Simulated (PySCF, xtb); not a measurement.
C₄H₉NSi, SMILES N[SiH2]CCC#C.

GFN2-xTB (xtb) at its own geometry gives an orbital gap of 5.66 eV and a dipole moment of 1.23 D.

Geometry optimised at B3LYP-D3(BJ)/def2-SVP. This is a generated structure with no PubChem entry under its InChIKey; it may be hypothetical. The values are those of a single conformer.

**Question.** What does PBE/def2-TZVP in PySCF give? (An estimate is asked for; the answer gives what the named calculation found.)

**Answer.** gap 5.44 eV (levels -5.86 and -0.42 eV), dipole 1.56 D.
